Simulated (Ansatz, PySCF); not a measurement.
H$_{4}$PSi (SMILES [SiH2]P), doublet, geometry from GFN2-xTB. Base run: CASSCF(3,3)/cc-pVDZ run with PySCF.

The PySCF input:
```python
from pyscf import gto, scf, mcscf
import numpy

mol = gto.Mole()
mol.atom = '''
    Si   -1.054967   -0.385113    0.011308
    P     1.019849    0.404677   -0.011056
    H    -1.752619    0.087713    1.211388
    H    -1.774903    0.078565   -1.179141
    H     1.508996   -0.418589    0.988501
    H     1.490336   -0.426249   -1.013227
'''
mol.basis = 'cc-pvdz'
mol.charge = 0
mol.spin = 1
mol.verbose = 4
mol.build()

mf = scf.ROHF(mol)
mf.kernel()
mc = mcscf.CASSCF(mf, 3, 3)
mc.fix_spin_(ss=0.75)
mc.kernel()
occ = numpy.linalg.eigvalsh(mc.fcisolver.make_rdm1(mc.ci, mc.ncas, mc.nelecas))[::-1]
ss = mc.fcisolver.spin_square(mc.ci, mc.ncas, mc.nelecas)[0]
print('natural occupations', occ.round(4), ' <S^2>', round(ss, 4))
```

Programs used: Ansatz (a program for electronic structure), PySCF; a row that names a program was run with it.

The base run was repeated with changes; each row names its change, and settings that it needs were set with it.

```csv
change,ΔE vs base (kcal/mol),natural occupations,<S^2> of the state
base,0.000,1.98 1.00 0.02,0.75
"active space = 5 electrons, 4 orbitals",-1.61,1.99 1.98 1.00 0.03,0.75
"active space = 7 electrons, 5 orbitals",-1.84,2.00 1.99 1.98 1.00 0.03,0.75
orbitals = fixed (CASCI); correction = SC-NEVPT2,-135.2,2.00 1.00 0.00,0.75
"code = ansatz; correction = SC-NEVPT2, all electrons",-135.7,-,-
code = ansatz,-1.97,-,-
"active space = 3 electrons, 5 orbitals",-8.09,1.96 1.00 0.02 0.02 0.01,0.75
state_average = 2 states,4.32,-,-
fix_spin_ = off,0.000,1.98 1.00 0.02,0.75
correction = SC-NEVPT2,-135.7,1.98 1.00 0.02,0.75
solver = newton,0.000,1.98 1.00 0.02,0.75
```

Active orbitals are taken around the Fermi level unless the row says otherwise; CASSCF can end in different local minima, and two programs can end on different orbitals. State-averaged rows give the lowest state.

Open shells are given as the SCF converged; they aren't shown to be the lowest states, and a large step between rows can be another state.

Ansatz warned in this series: other orbitals give a lower active-space energy.
